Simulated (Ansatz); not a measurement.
CH₅FOSi₂, SMILES `F[Si@@H]1O[C@H]1[SiH3]`, 10 atoms. Total charge 0; spin multiplicity 1. All runs use 4 threads of a server CPU on a shared host. Correlated methods freeze the cores.

How many basis functions does each run have, and how long does it take in Ansatz? RKS PBE-D4/def2-TZVPP energy and forces; RKS r2SCAN-D4/def2-TZVPP energy and forces; RHF-CCSD(T)/def2-TZVPP energy; direct RPA on PBE orbitals/def2-TZVPP energy; RHF-MP2/def2-QZVPP energy; RKS PBE0-D4/def2-SVP energy; RHF-CCSD(T)/def2-SVP energy; RKS PBE0-D4/def2-QZVPP energy; RKS PBE0-D4/def2-TZVP frequencies; RKS PBE0-D4/def2-TZVP relaxation (8 steps); RKS revPBE-D4/def2-TZVPP energy; RKS ωB97M-V/def2-QZVPP energy. (An estimate is asked.)

Computed: Other jobs shared the machine, so times are rough.

| level | job | functions | wall time | peak host memory (GiB) |
| --- | --- | --- | --- | --- |
| RKS PBE0-D4/def2-SVP | energy | 103 | 1 s | 0.47 |
| RKS revPBE-D4/def2-TZVPP | energy | 247 | 1.7 s | 0.33 |
| RKS PBE-D4/def2-TZVPP | energy and forces | 247 | 2.3 s | 0.33 |
| RKS r2SCAN-D4/def2-TZVPP | energy and forces | 247 | 3 s | 0.36 |
| RHF-CCSD(T)/def2-SVP | energy | 103 | 3.4 s | 0.47 |
| direct RPA on PBE orbitals/def2-TZVPP | energy | 247 | 3.5 s | 0.57 |
| RKS PBE0-D4/def2-QZVPP | energy | 461 | 7 s | 1.7 |
| RKS ωB97M-V/def2-QZVPP | energy | 461 | 13 s | 2 |
| RHF-MP2/def2-QZVPP | energy | 461 | 18 s | 2.6 |
| RKS PBE0-D4/def2-TZVP | relaxation (8 steps) | 197 | 25 s | 0.52 |
| RHF-CCSD(T)/def2-TZVPP | energy | 247 | 53 s | 5.3 |
| RKS PBE0-D4/def2-TZVP | frequencies | 197 | 95 s | 0.54 |
